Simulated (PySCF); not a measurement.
# Computed data sheet: `CC(C)O[C@@H]1CBCCC1`

Species: C₈H₁₇BO.
Atom-mapped SMILES: `[CH3:1][CH:2]([CH3:3])[O:4][C@@H:5]1[CH2:6][BH:7][CH2:8][CH2:9][CH2:10]1` (hydrogens: H11, H12, H13 on C1; H14 on C2; H15, H16, H17 on C3; H18 on C5; H19, H20 on C6; H21 on B7; H22, H23 on C8; H24, H25 on C9; H26, H27 on C10)

Among its groups: ether and three-coordinate boron.

**PBE0-D3(BJ)/def2-SVP geometry optimisation, gas phase (PySCF)**

```yaml
Point_group: C1
Rotational_constants_A_B_C: 2.838, 0.683, 0.620 GHz
```

**PBE0/pcSseg-1 ground state and GIAO shieldings, non-relativistic (PySCF)**

```yaml
Dipole_moment: 0.84 D
HOMO_energy: -7.04 eV
LUMO_energy: -0.74 eV
HOMO–LUMO_gap: 6.30 eV
Lowest_Hirshfeld_atomic_charge: -0.15 e on C6
Highest_Hirshfeld_atomic_charge: +0.17 e on B7
13C_chemical_shifts_computed_TMS_as_zero_by_class: 72.7 (C5), 66.4 (C2), 37.5 (C6), 37.2 (C10), 30.1 (C8), 25.6 (C1), 24.5 (C9), 21.2 (C3) ppm
1H_chemical_shifts_computed_TMS_as_zero_by_class: 7.61 (H21), 3.36 (H14), 3.21 (H18), 2.77 (H19), 1.98 (H23), 1.80 (H25), 1.78 (H27), 1.44 (H24), 1.30 (H26), 1.12 (H11/H12/H13), 1.02 (H15/H16/H17), 0.71 (H22), 0.60 (H20) ppm
Isotropic_shieldings_of_nuclei_other_than_C_and_H_by_class: 13 (B7), 233 (O4) ppm
Mayer_bond_orders_between_heavy_atoms: C1–C2 1.05, C2–C3 1.04, C2–O4 0.88, O4–C5 0.89, C5–C6 1.02, C6–B7 1.01, B7–C8 1.01, C8–C9 1.03, C9–C10 1.03, C10–C5 1.02
```

Monoisotopic mass from the formula: 140.1372 u.

The dipole matches unit charges of opposite sign 0.17 Å apart (1 e·Å = 4.8032 D). The rotational constants make it an asymmetric top with κ = (2B − A − C)/(A − C) = -0.94, nearer the prolate limit (−1). With B = h/(8π²I), that is 505.379 GHz u Å² over I, the principal moments of inertia are 178.1, 740.0 and 814.7 u Å² (most abundant isotopes).

 NMR classes are plain means over equivalent atoms (diastereotopic ones count apart unless rotation or inversion swaps them), as if these changed places fast; in this geometry the members of some classes differ.

One conformer stands for the species.
